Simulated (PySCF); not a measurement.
C4H7BFN, SMILES C=C=CB(F)NC. Heavy atoms are numbered as in [CH2:1]=[C:2]=[CH:3][B:4]([F:5])[NH:6][CH3:7]. Hydrogens are named by the atom that carries them.

The structure is a stationary point at r2SCAN-D4/def2-SVP. The structure was generated by enumeration, and PubChem lists no compound with its InChIKey, so it may never have been made. The values are those of a single conformer.

These are PBE/pcSseg-1 run with PySCF values and carry that method's errors.

GIAO shieldings, no solvent; atoms alike by connectivity are averaged. δ = σ(ref) − σ: ¹³C against TMS (σ = 182.0 ppm); ¹¹B against BF3 (σ = 83.9 ppm); ¹⁹F against CFCl3 (σ = 133.6 ppm); ¹⁵N against NH3 (σ = 267.0 ppm); ¹H against TMS (σ = 31.49 ppm), references at their B3LYP-D3(BJ)/def2-TZVP geometries, non-relativistic.

```tsv
nucleus	atoms	count	δ (ppm)
¹³C	C2	1	227.9
¹³C	C3 (CH)	1	85.4
¹³C	C1 (CH2)	1	73.8
¹³C	C7 (CH3)	1	31.1
¹¹B	B4	1	14.8
¹⁹F	F5	1	-143.2
¹⁵N	N6 (NH)	1	98.3
¹H	H on C3	1	5.41
¹H	H on C1	2	4.98
¹H	H on N6	1	3.53
¹H	H on C7	3	3.14
```
